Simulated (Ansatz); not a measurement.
Reaction (SMILES): CCCCCCO -> CCCC[CH]CO + H atom (the C-H bond at the site shown breaks; other sites are not compared here)
Each molecule is optimised on its own at B3LYP-D3(BJ)/def2-TZVP (Ansatz, a first-principles code), one conformer each, not searched for the lowest.
Geometry of the first species:
```
C
H 1 1.0956
H 1 1.0957 2 106.08
C 1 1.5263 2 109.20 3 -117.57
H 4 1.0957 1 109.27 2 -64.46
H 4 1.0959 5 106.03 1 117.69
C 4 1.5266 5 109.25 6 117.60
H 7 1.0949 4 109.15 5 64.42
H 7 1.0950 8 106.08 4 -117.51
C 7 1.5259 8 109.56 9 -118.18
H 10 1.0915 7 111.53 8 58.01
H 10 1.0927 11 107.74 7 122.12
H 10 1.0928 11 107.74 12 115.75
C 1 1.5267 2 109.26 3 117.96
H 14 1.0938 1 110.11 2 63.22
H 14 1.0970 15 106.61 1 -118.51
C 14 1.5214 15 108.67 16 -117.42
H 17 1.0916 14 110.15 15 -62.66
H 17 1.0982 18 107.26 14 119.68
O 17 1.4242 18 105.36 19 117.93
H 20 0.9633 17 108.41 18 179.97
```
Charge 0, spin multiplicity 1.

Wanted: bond dissociation energy (electronic energy difference), in eV. Valence correlation only, unless marked. Open shells are spin-unrestricted. Spin-orbit coupling is left out. Non-relativistic. CBS marks a two-point X^-3 extrapolation of the correlation energy; Hartree-Fock from the larger set. The bracket is a focal-point correction in the basis named.

```
level                         program  bond dissociation energy (eV)
---------------------  --------------  -----------------------------
HF/STO-3G                      Ansatz                           4.71
HF/cc-pVDZ                     Ansatz                           3.53
PBE/def2-TZVPD                 Ansatz                           4.37
PBE-D3(BJ)/def2-TZVPD  Ansatz + dftd3                           4.38
```

**Question.** Estimate the value at RI-MP2/CBS(cc-pVTZ,cc-pVQZ)+[CCSD(T)-MP2]/cc-pVTZ as computed with Ansatz.

**Answer.** 4.66 eV, so PBE-D3(BJ)/def2-TZVPD differs from it by -0.28 eV.
